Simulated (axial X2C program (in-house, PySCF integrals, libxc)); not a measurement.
Spin–orbit effects down a group: molecules with Cs (ions), MP2

All values come from calculations with an in-house relativistic program for diatomic molecules, spin-free (one-electron X2C) or two-component (2c: spin–orbit coupling with atomic mean-field Coulomb and Gaunt terms, which also bring small scalar terms), in Dyall basis sets with cores contracted in-house; open shells are unrestricted.

Basis sets: Cs dyall-cv3z, H dyall-v3z, Li dyall-cv3z, Na dyall-cv3z. Frozen shells (counts by l): CsH⁺ Cs 4s3p2d, H none, 9 electrons correlated; LiCs⁺ Cs 4s3p2d, Li 1s, 9 electrons correlated; NaCs⁺ Cs 4s3p2d, Na 2s1p, 9 electrons correlated. Where the outer core of a metal is frozen, bonds come out longer and ionisation energies lower.

```json
{"molecule": "CsH⁺", "spin-free state": "M_S = 1/2, Λ = 0", "Re (Å)": "3.516", "ωe (cm⁻¹)": "166.6", "De (eV)": "0.03", "2c state": "Ω = 1/2", "Re 2c (Å)": "3.516", "ωe 2c (cm⁻¹)": "166.4", "De 2c (eV)": "0.03"}
{"molecule": "LiCs⁺", "spin-free state": "M_S = 1/2, Λ = 0", "Re (Å)": "4.321", "ωe (cm⁻¹)": "123.2", "De (eV)": "0.40", "2c state": "Ω = 1/2", "Re 2c (Å)": "4.320", "ωe 2c (cm⁻¹)": "123.3", "De 2c (eV)": "0.40"}
{"molecule": "NaCs⁺", "spin-free state": "M_S = 1/2, Λ = 0", "Re (Å)": "4.565", "ωe (cm⁻¹)": "67.4", "De (eV)": "0.40", "2c state": "Ω = 1/2", "Re 2c (Å)": "4.563", "ωe 2c (cm⁻¹)": "67.5", "De 2c (eV)": "0.40"}
```

Fragments in 2c: Cs+ + H, Cs+ + Li, Cs+ + Na. Each entry is the lowest single determinant of a limited PBE0 search at one distance. De goes to single-determinant-based atoms at the same level (for ions the charge split of lowest energy) and is withheld (n/a) where an atom does not fit its ground term or J level. Main or longest-lived isotopes.
